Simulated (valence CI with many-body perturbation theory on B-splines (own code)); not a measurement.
The numbers below are computed, except where a source is named.
# Tc¹¹⁺: input, log and results

Level of theory: relativistic CI+MBPT: four valence electrons over a frozen Dirac-Fock core [Ar] 3d10, radial functions for each j: 6 s, 6 p, 5 d, 3 f, 1 g, with the one-electron correlation potential Σ1 (screened to all orders), the two-electron term Σ2, the three-electron term Σ3, Breit, model QED; selected single and double excitations, second order for the rest, scaled by the run's own slope (own B-spline code, finite nucleus).

Command, and the settings that its task file holds:

```sh
python run_cv.py task.json out
```

```
atom Tc  Z=43  mass_number=97  rms_radius_fm=4.4112
core [Ar] 3d10
valence 4s2 4p2
avg = 1
basis = S
breit = 1
cap = 10000
capref = 1200
cscale = 1
de = 0.0
dress = 0
eps = 2e-08
extrap = 1
h = 1.1
hh = 1
l2 = 3
lcore = 6
maxit = 60
n2 = 5
natural = 1
nlev = 20
nno = [3, 3, 3, 2, 1]
nroot = 26
nsp = [3, 3, 2, 1, 0]
pt2 = 1
qed = 1
rpa = 1
s1 = 1
s2 = 1
s3 = 1
screen = 1
tol = 2e-05
whole = 1
```

It took 20 s on 1 thread of AMD EPYC 7R32 (Zen 2), on a shared host.

Log. The first blocks belong to the next ion, which gives the ionisation energy. Fields: 2J, parity (1 odd), roots, reference size, generating configurations, candidates as configurations/state functions, variational space P, stored matrix elements, Davidson steps; e2 is the range of second-order energies in hartree. The first line gives the box (bohr), its intervals, the orbitals and the steps of their self-consistent field. Window is the range of levels sought, series limit the energy at which the first omitted orbital would enter, core excitation an estimate of the first excitation out of the core, left out the lowest levels not solved, and shifts from estimates the range by which levels moved from their first estimate, all in cm⁻¹.

```
rmax 9.6 intervals 31 orbitals 36 references ['4s2 4p2', '4s 4p3', '4s2 4p 4d', '4p4', '4s 4p2 4d'] scf 6 t 0.5
2J=1 par=1 roots 2 ref 37 generators 8 cand 671/961 P 701/998 nnz 0 it 0
2J=1 par=1 roots 2 ref 37 generators 18 cand 501/769 P 1202/1767 nnz 0 it 5
   second order: generators 39 cand 1734/2550 e2 -0.00001 -0.00000
reference levels 520, estimated 51, window 464413 1/cm; series limit 1249618, core excitation 2010664
2J=0 par=0 roots 3 ref 27 generators 13 cand 196/345 P 1873/2854 nnz 7.2e+05 it 4
2J=0 par=0 roots 3 ref 27 generators 24 cand 930/1801 P 2803/4655 nnz 1.5e+06 it 5
   second order: generators 51 cand 8148/16307 e2 -0.00003 -0.00001
2J=2 par=0 roots 2 ref 46 generators 10 cand 354/999 P 1200/3538 nnz 1.6e+06 it 4
2J=2 par=0 roots 2 ref 46 generators 16 cand 1070/4491 P 2270/8029 nnz 6e+06 it 6
   second order: generators 38 cand 7292/36038 e2 -0.00006 -0.00003
2J=4 par=0 roots 3 ref 65 generators 14 cand 317/992 P 1100/3529 nnz 1.6e+06 it 5
2J=4 par=0 roots 3 ref 65 generators 26 cand 1310/6365 P 2410/9894 nnz 8.9e+06 it 8
   second order: generators 56 cand 9399/67170 e2 -0.00010 -0.00004
2J=4 par=1 roots 8 ref 76 generators 23 cand 222/928 P 963/3344 nnz 1.4e+06 it 7
2J=4 par=1 roots 8 ref 76 generators 36 cand 1381/6592 P 2344/9936 nnz 9.1e+06 it 8
   second order: generators 82 cand 11514/77157 e2 -0.00021 -0.00002
2J=2 par=1 roots 7 ref 65 generators 24 cand 312/995 P 1234/3526 nnz 1.4e+06 it 8
2J=2 par=1 roots 7 ref 65 generators 35 cand 1627/6466 P 2861/9992 nnz 8.1e+06 it 9
   second order: generators 94 cand 11324/58484 e2 -0.00011 -0.00003
2J=6 par=1 roots 4 ref 63 generators 19 cand 249/1024 P 1049/3667 nnz 1.7e+06 it 5
2J=6 par=1 roots 4 ref 63 generators 31 cand 1216/6303 P 2265/9970 nnz 9.4e+06 it 10
   second order: generators 61 cand 9368/72607 e2 -0.00021 -0.00008
2J=0 par=1 roots 2 ref 25 generators 11 cand 449/748 P 2040/3181 nnz 8.8e+05 it 4
2J=0 par=1 roots 2 ref 25 generators 16 cand 892/1536 P 2932/4717 nnz 1.6e+06 it 5
   second order: generators 40 cand 8403/17143 e2 -0.00003 -0.00002
2J=8 par=1 roots 1 ref 40 generators 7 cand 346/1447 P 1231/4863 nnz 2.9e+06 it 4
2J=8 par=1 roots 1 ref 40 generators 16 cand 820/3608 P 2051/8471 nnz 6.8e+06 it 5
   second order: generators 24 cand 6429/47978 e2 -0.00008 -0.00008
left out: unestimated 669592, estimated 552319, shifts from estimates -9 to 27
operators 1.4
```

The Davidson iterations converged. The settings are bad on purpose, so the numbers may not be properties of the ion.

No measured levels were compared; by estimate levels hold to about 250 cm⁻¹ or 0.2 % of their energy and the worst to 1 %, as in measured heavy ions of charge 2 to 7; those with d or f electrons hold less well.

| Quantity | Value |
| --- | --- |
| Valence energy | -42.19633 hartree |
| Ionisation energy | 239.71 eV (NIST: 239 ± 2.5 eV (theoretical)) |
| Reference configurations for the orbitals | 4s2 4p2, 4s 4p3, 4s2 4p 4d, 4p4, 4s 4p2 4d |
| Radial orbitals | 36 |
| Box radius | 9.551 bohr |
| Largest variational space | 9992 |
| Lowest levels | 4s2.4p2 3P_0 0.000, 4s2.4p2 3P_1 2.705, 4s2.4p2 3P_2 4.013, 4s2.4p2 1D_2 7.993, 4s2.4p2 1S_0 11.906, 4s.4p3 5S°_2 24.981, 4s.4p3 3D°_1 31.464, 4s.4p3 3D°_2 31.666, 4s.4p3 3D°_3 32.749, 4s.4p3 3P°_0 36.093, 4s.4p3 3P°_1 36.488, 4s.4p3 3P°_2 36.968, 4s.4p3 1D°_2 41.227, 4s.4p3 3S°_1 42.528 eV |

Names give the largest LS component (configuration and term), which can be under half, so a name can repeat, a term be missing and a line seem to break the LS rules; names also repeat where a configuration has a term twice.
